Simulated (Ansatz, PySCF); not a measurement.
HfOF, SMILES [F][Hf]=[O] (connectivity only; charge and spin as stated), neutral, multiplicity 2. Atoms are numbered in the order given.

```xyz
3

Hf     0.1818     0.0606     0.0000
O     -1.0362     1.3054     0.0000
F     -0.6693    -1.6468     0.0000
```
Charge 0, spin multiplicity 2.

Geometry optimised at PBE0-D3(BJ)/def2-TZVP. The spin state was assumed, not searched. The def2 effective core potentials stand for the cores of Hf; spin–orbit coupling is left out.

Two levels are set side by side: PBE-D3(BJ)/def2-TZVP (Ansatz, a quantum-chemistry and plane-wave program) and PBE0-D3(BJ)/def2-TZVP (Ansatz). Each level has its own optimised geometry; the coordinates shown are those of the second. Frequencies come from the Hessian of PySCF at each geometry. Differences are taken from unrounded values.

```tsv
quantity	PBE0-D3(BJ)	PBE-D3(BJ)	PBE-D3(BJ) minus PBE0-D3(BJ)
mean bond length (Å)	1.825	1.839	0.014
bond Hf1–O2 (Å)	1.742	1.760	0.018
bond Hf1–F3 (Å)	1.908	1.917	0.010
highest harmonic wavenumber (cm⁻¹)	960	913	-47
mean harmonic wavenumber (cm⁻¹)	603	581	-22
zero-point energy (kcal/mol)	2.59	2.49	-0.09
```

Exact exchange shortens and stiffens bonds; PBE has none. Differences between two approximate levels are no errors against the true value.
